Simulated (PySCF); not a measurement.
Species: C₄H₁₃NSi₂.
Z-matrix (Å and degrees, GFN2-xTB geometry), rows numbered from 1:
```
C 
C   1  1.5134
N   2  1.4375  1  114.04
Si  3  1.7381  2  118.02  1    79.93
Si  3  1.7381  2  118.03  1   -79.86
C   2  1.5002  1  118.07  3  -145.42
C   2  1.5003  1  118.07  3   145.46
H   1  1.0893  2  109.77  3    59.62
H   1  1.0872  2  110.95  3  -179.98
H   1  1.0894  2  109.78  3   -59.48
H   4  1.4702  3  111.91  2   -91.22
H   4  1.4614  3  107.40  2    28.44
H   4  1.4607  3  106.51  2   148.79
H   5  1.4612  3  107.37  2   -28.60
H   5  1.4606  3  106.50  2  -148.97
H   5  1.4702  3  111.90  2    91.03
H   6  1.0786  2  117.94  7  -106.98
H   6  1.0798  2  118.48  7   108.62
H   7  1.0787  2  117.92  6   106.98
H   7  1.0799  2  118.47  6  -108.62
```

Computed at PBE0/pcSseg-1 (PySCF, non-relativistic), with Q(14N) = 0.02044 b: N3, 14N (I = 1): χzz = -4.091 MHz, η = 0.567.

(1) Find the zero-field quadrupole resonance frequencies of 14N at N3.

## Answers

(1) From ν± = (3/4)|χ|(1 ± η/3) and ν0 = |χ|η/2: ν+ 3.648 MHz, ν− 2.488 MHz, ν0 1.161 MHz (nitrogen bridging silicon atoms).

In a crystal, neighbours and librations shift these lines. Isolated species at its GFN2-xTB geometry (one conformer only). GFN2-xTB bond lengths can be off by several hundredths of an ångström, more for odd bonds, and the gradients follow them. The small basis limits the accuracy of the gradients.

The run behind these numbers computed NMR shieldings as well. On one thread of an Arm Neoverse N1, no GPU (shared host), this took 58 s of wall time.
